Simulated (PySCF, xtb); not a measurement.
Si(Cl)(OH)(NH2)2 (ClH₅N₂OSi), SMILES N[Si](N)(O)Cl.

GFN2-xTB run with xtb at its own geometry gives an orbital gap of 7.57 eV and a dipole moment of 3.23 D.

Geometry optimised at PBE0-D3(BJ)/def2-SVP. The structure was generated by enumeration, and PubChem lists no compound with its InChIKey, so it may never have been made. Other conformers were not sampled.

Problem. What does PBE/def2-TZVP run with PySCF give? (The exact figures need the calculation; the answer reports its results.)

Solution. gap 6.07 eV (levels -6.25 and -0.18 eV), dipole 1.25 D.
